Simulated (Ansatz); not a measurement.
CH8Ge, singlet: a saddle search.

Input (in.yaml):

```yaml
crystal:
  periodic: [false, false, false]
  atoms:
    - {symbol: Ge, position_ang: [-1.141952, 0.967024, -1.440442]}
    - {symbol: H, position_ang: [0.267452, 1.402020, -1.019096]}
    - {symbol: H, position_ang: [-1.232910, 0.944848, -2.972315]}
    - {symbol: H, position_ang: [-2.171667, 1.958923, -0.882708]}
    - {symbol: H, position_ang: [-1.433882, -0.435052, -0.890810]}
    - {symbol: H, position_ang: [1.651148, -0.036965, 1.190406]}
    - {symbol: C, position_ang: [1.142968, -0.967617, 1.441303]}
    - {symbol: H, position_ang: [1.061314, -1.588053, 0.549293]}
    - {symbol: H, position_ang: [0.145688, -0.746090, 1.820616]}
    - {symbol: H, position_ang: [1.711941, -1.499038, 2.203652]}
basis:
  gaussian: {orbitals: def2-SVP}
hamiltonian: {xc: pbe0, dispersion: d4}
saddle:
  max_steps: 30
  mode_guess:
    - [-0.0771, -0.3271, 0.2198]
    - [0.2241, -0.0747, 0.1880]
    - [0.0849, -0.0192, 0.1358]
    - [0.1058, -0.1165, 0.0072]
    - [-0.1790, -0.0819, -0.0354]
    - [0.2708, 0.6004, -0.3341]
    - [-0.2069, 0.0019, -0.0961]
    - [-0.0671, 0.0579, -0.0426]
    - [-0.0246, -0.1061, 0.0669]
    - [-0.1309, 0.0653, -0.1094]
```

Launched with

```bash
ansatz run in.yaml --threads 2 --pin off --events-out ev --progress --plain --max-ram 4352MiB
```

Output of Ansatz 0.2.0:

```
Functional definition: PBE0
  name "PBE0"
  cite "Adamo & Barone, J. Chem. Phys. 110, 6158 (1999) doi:10.1063/1.478522"
  cite "Perdew, Burke & Ernzerhof, Phys. Rev. Lett. 77, 3865 (1996) doi:10.1103/PhysRevLett.77.3865"
  parent pbe
  parameter a = 0.25
  parameter kappa = 0.804
  parameter beta = 0.06672455060314922
  exchange = (1 - a)*pbe_x(kappa = kappa, mu = beta*pi^2/3) + a*exact_x
  correlation = pbe_c(beta = beta)
950 factors; integrals over basis functions are off by at most 3.5e-4 eV
mean field evaluation 1: about -57665.0164 eV, gradient 4.0e1 eV
mean field evaluation 2: about -57664.8133 eV, gradient 3.9e1 eV
mean field evaluation 4: about -57668.6506 eV, gradient 2.2e-1 eV
mean field evaluation 8: about -57668.6579 eV, gradient 1.3e-3 eV
mean field -57668.65789127 eV, -2119.2840882841 hartree, gradient 5.2e-6 eV, S^2 0.000000; 0 other end points of the search recorded, 0 dependent functions left out
the calculation of the forces begins
reference -57668.65792055 eV, -2119.2840893601 hartree; 23, 23 occupied and 63, 63 virtual orbitals, 950 factors
these checks for a lower state are left out or cut short: stability, starts, cluster_reference, orbital_swaps, neighbouring_geometries, increment
950 factors; integrals over basis functions are off by at most 3.5e-4 eV
mean field evaluation 16: about -57668.6582 eV, gradient 2.5e-4 eV
mean field -57668.65815162 eV, -2119.2840978516 hartree, gradient 3.9e-7 eV, S^2 0.000000; 0 other end points of the search recorded, 0 dependent functions left out
the calculation of the forces begins
reference -57668.65818090 eV, -2119.2840989277 hartree; 23, 23 occupied and 63, 63 virtual orbitals, 950 factors
these checks for a lower state are left out or cut short: stability, starts, cluster_reference, orbital_swaps, neighbouring_geometries, increment
950 factors; integrals over basis functions are off by at most 3.5e-4 eV
mean field -57668.65826050 eV, -2119.2841018527 hartree, gradient 2.2e-6 eV, S^2 0.000000; 0 other end points of the search recorded, 0 dependent functions left out
the calculation of the forces begins
reference -57668.65828978 eV, -2119.2841029288 hartree; 23, 23 occupied and 63, 63 virtual orbitals, 950 factors
these checks for a lower state are left out or cut short: stability, starts, cluster_reference, orbital_swaps, neighbouring_geometries, increment
950 factors; integrals over basis functions are off by at most 3.5e-4 eV
mean field -57668.66029245 eV, -2119.2841765256 hartree, gradient 1.5e-6 eV, S^2 0.000000; 0 other end points of the search recorded, 0 dependent functions left out
the calculation of the forces begins
reference -57668.66032174 eV, -2119.2841776022 hartree; 23, 23 occupied and 63, 63 virtual orbitals, 950 factors
saddle step   1: F+E_penalty+E_count = -57668.73937014 eV  max|allowed force component| = 2.732e-1 eV/Å  curvature = +6.3564 eV/Å²  mode residual = 1.10e1 eV/Å²  Δτ_max = 0.0000 Å  (1 rotations, 4 force calls, 55 SCF iters)
saddle step   2: F+E_penalty+E_count = -57668.74320367 eV  max|allowed force component| = 1.256e-1 eV/Å  curvature = +2.8012 eV/Å²  mode residual = 6.72e0 eV/Å²  Δτ_max = 0.0123 Å  (1 rotations, 4 force calls, 53 SCF iters)
WARN: saddle search: on two steps running the search has had no negative curvature along its mode to follow, on a curvature that misses the negative of saddle.curvature_tol by less than its residual: at step 2, +2.801 eV/Å² with a residual of 6.72e0 eV/Å² (extrapolated from the last rotation, not read by a force call). A negative curvature could lie within that residual, and the search be climbing where it has one to follow. Its rotation spent its cap of 1: raise saddle.rotation.max_rotations, or give a saddle.mode_guess nearer the mode
saddle search: the rotation starts from a random direction (saddle.seed = 0)
saddle step   3: F+E_penalty+E_count = -57668.74447133 eV  max|allowed force component| = 3.421e-2 eV/Å  curvature = +0.0048 eV/Å²  mode residual = 8.78e-2 eV/Å²  Δτ_max = 0.0049 Å  (15 rotations, 23 force calls, 268 SCF iters)
Error: the saddle search stopped after 3 steps at a force within `saddle.f_tol`, on a geometry that it can call neither a saddle nor a minimum. The deciding curvature is +0.005 ± 0.034 eV/Å² (`saddle.curvature_tol` = 5.0e-2) with a residual of 8.78e-2 eV/Å² (`saddle.rotation.residual_tol` = 1.0e-1); the other curvature read beside it is +1.937 ± 0.032 eV/Å². A curvature within its tolerance of zero comes of noisy forces (tighten `saddle.dr2_threshold` and, under a hybrid functional on plane waves, `saddle.exx_energy_threshold`; in a Gaussian basis set `accuracy: high`), of a flat stretch of a valley (tighten `saddle.f_tol`), of a mode such as a molecule's rigid rotation (of a molecule of three atoms or more in vacuum that no periodic image touches, with no atom held (one or two held atoms leave the rotations about them), under no `efield:`, no spin–orbit coupling and no `saddle.mode_guess` that only moves it rigidly, set `saddle.isolated_cluster: true`; otherwise freeze, under `saddle.constraints`, components that the rotation would move), or of solves that end off the electron count, as they can under `cold` smearing where the levels leave a gap (set `scf.occupations.method` to `fixed`, `gaussian`, `fermi_dirac` or, not under a hybrid functional, `methfessel_paxton`). For a residual above its tolerance raise `saddle.rotation.max_rotations` and `saddle.rotation.max_unguided_rotations`, or loosen `saddle.rotation.residual_tol` where the forces' noise keeps it out of reach. The ± is a reading's asymmetry, taken as the error of a positive curvature. Such a curvature stays undecided where it or the other curvature read, less its own ±, is not over `saddle.curvature_tol`. A negative one must be confirmed at half of `saddle.amplitude`, with the atoms moved between the exchange–correlation grid's points (not under `hamiltonian.xc: hf`) and by an estimate at the nearby stationary point. Where `saddle.amplitude` is far under its default, raise it towards the default first. Otherwise see `saddle.amplitude`. From 2 of its steps this search moved with no negative curvature along its mode to follow. A search started from a geometry of this one does not count those moves and, where it converges, warns only of its own. With `saddle.order_check` unset, a search from the last step can check the order less strictly than this one. `saddle.order_check: true` asks for the full check and warns where it cannot tell, as when the search keeps a free molecule's rigid rotations (`saddle.isolated_cluster`)
F+E_penalty+E_count at the last step = -57668.74447133 eV
to start another search from the last step: its geometry and its mode (saddle.mode_guess, Cartesian), with saddle.order_check: true (the message says why); of a free molecule add saddle.isolated_cluster: true, where that key's entry allows it:
  atoms:
    - { symbol: Ge, position_ang: [-1.14306847, 0.97242712, -1.44499384] }
    - { symbol: H, position_ang: [0.26883351, 1.40875419, -1.02353918] }
    - { symbol: H, position_ang: [-1.23457731, 0.95153811, -2.97869411] }
    - { symbol: H, position_ang: [-2.17310399, 1.96604426, -0.88722617] }
    - { symbol: H, position_ang: [-1.43426276, -0.43027273, -0.89541766] }
    - { symbol: H, position_ang: [1.65526666, -0.03642755, 1.19339713] }
    - { symbol: C, position_ang: [1.14357701, -0.97416638, 1.44640807] }
    - { symbol: H, position_ang: [1.06152894, -1.59878403, 0.54707548] }
    - { symbol: H, position_ang: [0.13858677, -0.75002464, 1.82805568] }
    - { symbol: H, position_ang: [1.71731966, -1.50908835, 2.21483359] }
  mode_guess:
    - [0.10099365, -0.07031108, -0.13684006]
    - [0.20576774, -0.08146578, -0.47421309]
    - [-0.23788426, -0.15158634, -0.11619501]
    - [0.24697410, -0.01586628, 0.03694952]
    - [0.19252477, -0.03319761, 0.00647695]
    - [-0.03368679, 0.12333264, 0.47363462]
    - [-0.10294841, 0.07017127, 0.13623291]
    - [-0.00891338, 0.33693248, -0.05598907]
    - [-0.14420801, -0.00600432, 0.07580919]
    - [-0.21861941, -0.17200498, 0.05413404]
  order_check: true


[the SCF lines of later steps are left out]
```

The lines “mean field evaluation” count trial sets of orbitals through the whole run, from several starts and some on an approximate energy, so they need not fall steadily or lie above the final value.

Hardware: 2 CPU threads of an Arm Neoverse V1, shared host. Wall time about 33 s.


The run did not converge within its limit. The search was started at a minimum, where no curvature is negative.